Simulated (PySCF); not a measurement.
Polarisability and C₆ of Pb⁻ (lead, charge -1)

[Xe] 4f14 5d10 6s2 6p3, high-spin 4S determinant. All numbers are calculated (PySCF 2.14, the spin-free X2C one-electron Hamiltonian (Gaussian nucleus), in aug-cc-pVTZ-DK3 (9s8p6d3f, 84 functions)). Coupled (time-dependent) response in atomic units; α is the mean over directions.

```
method  mean α (bohr³)  C₆ (like pair)  S(−4)
   UHF           185.3            3453  15020
```

S(−4) is the Cauchy moment in α(ω) = α(0) + S(−4) ω² + …

α(iu) at UHF:

```csv
u (hartree),α(iu) (bohr³)
0,185.3
0.0500,156.1
0.100,112.5
0.200,60.75
0.300,37.54
0.500,18.96
0.750,10.73
1.00,7.139
1.50,3.994
2.00,2.601
3.00,1.361
5.00,0.5574
```

A single London oscillator, α(iu) = α/(1 + u²/ω²), gives C₆ = (3/4) ω α². Matching the computed C₆ needs ω = 4 × 3453 / (3 × 185.3²) = 0.134 hartree.

For an ion, C₆ is the dispersion term alone; charge-induced terms of lower order in 1/R come first.

Spin-orbit coupling, which splits the p, d and f shells strongly at this Z, is absent. Spin-orbit coupling is strong in this species (close to jj coupling), so the high-spin LS determinant is a model state, not a physical level.
